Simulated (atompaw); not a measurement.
# How hard is this Fe (Z = 26) PAW (atompaw) potential?

atompaw 4.2.0.5 input, output lines left out:

```
Fe 26
LDA-PW scalarrelativistic loggrid 1500 logderivrange -3 5 201
4 4 3 0 0 0
4 1 0
3 2 6
0 0 0
c
c
c
v
c
c
v
v
2
3.00 2.65 2.80 2.10
y
0.05
n
y
3.85
n
y
1.2
n
custom rrkj gramschmidtortho sinc
bessel
3.00
3.00
3.00
3.00
1.00
1.00
```

The pseudo-atom Hamiltonian at the reference potential is diagonalised in spherical Bessel functions j_l(qr) that vanish at 20 bohr, with q² up to the cutoff. All-electron valence levels (Ry): 4s -0.4029, 4p -0.1052, 3d -0.5698.

Question: How do the lowest levels (Ry) of each channel move with the cutoff, and are there ghosts?

Answer:

```csv
cutoff (Ry),s #1,s #2,p #1,p #2,d #1,f #1,Σ f·Δε (mRy)
8,-0.4029,0.0065,-0.1051,0.0481,0.0590,0.1123,3772.9
21,-0.4029,0.0065,-0.1052,0.0481,0.0568,0.1123,3759.7
45,-0.4029,0.0065,-0.1052,0.0481,-0.1152,0.1123,2727.8
70,-0.4029,0.0065,-0.1052,0.0481,-0.5062,0.1123,381.8
120,-0.4029,0.0065,-0.1052,0.0481,-0.5688,0.1123,6.5
230,-0.4029,0.0065,-0.1052,0.0481,-0.5698,0.1123,0.5
400,-0.4029,0.0065,-0.1052,0.0481,-0.5699,0.1123,0.0
```

Result: no extra level below or beside the all-electron valence levels (s, p, d, f tested); 10 mRy is reached at 110 Ry and 1 mRy at 180 Ry.
